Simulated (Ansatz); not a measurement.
Reactions of C2H6S2Si (`C[SiH2]C(=S)S`).

Isolated molecules relaxed with PBE0-D4/def2-TZVP in Ansatz; ΔE leaves out vibrations. CBS: MP2 limit from def2 TZ/QZ plus the TZ coupled-cluster correction, frozen cores. This one scheme is used for every species, atoms too. Open shells (•) are unrestricted, without spin–orbit coupling. Spin–orbit coupling would lower the free atoms: a little for C, S, Si. Elements past krypton have def2 core potentials. For Sn outer-core shells are correlated without core-valence functions, so the limit isn't a true one: a few kJ/mol of doubt a bond, and 10 to 20 or more in all where bonds break to atoms. Each species was taken in one conformer, which may not be the lowest.

(1) Order these by ΔE at CCSD(T)/CBS, lowest first. (Estimate.)
A. `C[SiH2]C(=S)S` → 2 C• + 6 H• + 2 S• + Si•
B. `C[SiH2]C(=S)S` + `[NH2][SnH3]` → `C[SiH2][NH][SnH3]` + `S=CS`
C. `C[SiH2]C(=S)S` + `CBN` → `CBN[SiH2]C` + `S=CS`
D. `C[SiH2]C(=S)S` → `C=C([SiH3])SS`

Largest T1 diagnostic: 0.018, for `S=CS`.

## Answers

(1) B (-54.4 kJ/mol), C (-33.7 kJ/mol), D (+56.7 kJ/mol), A (+3810.3 kJ/mol).
